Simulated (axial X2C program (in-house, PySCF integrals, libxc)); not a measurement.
**FeC⁻: properties at the nuclei**

Calculated with an in-house all-electron X2C program for linear molecules (integrals from PySCF): two-component X2C with atomic mean-field Coulomb and Gaunt terms, Gaussian nuclei, basis Fe dyall-acv3z, C dyall-av3z with contracted cores.

R = 1.685 Å (near the PBE0 minimum at charge -1 of the determinant lowest at the starting distance; the state shown can have its own minimum elsewhere).

Determinant lowest in the PBE0 search, Ω = 5/2 (⟨Sz⟩ = 0.50, ⟨Lz⟩ = 2.00 at PBE0), spin on the atoms Fe 1.45, C -0.95:

```tsv
level	Eeff magnitude (GV/cm)	Ws magnitude Fe (kHz)	A∥/gI Fe (MHz)	qzz Fe (a.u.)	A∥/gI C (MHz)	qzz C (a.u.)
PBE0	0.202	0.0455	431	0.87	5.94	-0.30
r2SCAN	0.284	0.061	403	0.17	4.24	-0.35
B3LYP	0.0789	0.0252	436	0.91	1.32	-0.33
PBE	0.00918	0.0102	398	0.65	7	-0.42
```

Eeff is the effective electric field on the electron electric dipole moment in this Ω state and Ws the scalar–pseudoscalar constant of the nucleus named (defined with the proton number Z and per Ω); A∥ (defined per Ω) follows by multiplying with gI = μI/(I μN); qzz is the electric field gradient, eQq0 = 234.96 MHz × Q/barn × qzz. The operators were transformed with the bare-nucleus X2C matrices; with these basis sets, hyperfine constants and field gradients can be off by tens of per cent, and where levels differ in sign neither size nor sign is settled.

Question: With gI(57Fe) = 0.1809 (g factors from the IAEA table of nuclear moments by Stone), turn the PBE0 values of the first state into constants in MHz.

Answer: A∥(57Fe) = 431 × 0.1809 = 78 MHz.

Each state is one determinant with collinear spin. In the state Ω = 5/2 the sign of Eeff differs between levels (PBE against PBE0). For an anion, determinants above electron detachment, or with a positive highest level, are held by the basis set. Where Eeff spreads by more than a factor of two the levels disagree and none is to be relied on. In the state Ω = 5/2 the atomic spins oppose each other (1.45, -0.95): a broken-symmetry determinant whose values are not spin-projected. Left out as unconverged or as another state under the same occupation: HF in at least one table. States lie within half an eV, so the first need not be the ground state. Further determinants of the search, some of them spin-mixed, are not shown. Where a field gradient or hyperfine factor spreads by more than a factor of two over the levels, a constant derived from it is not to be relied on.
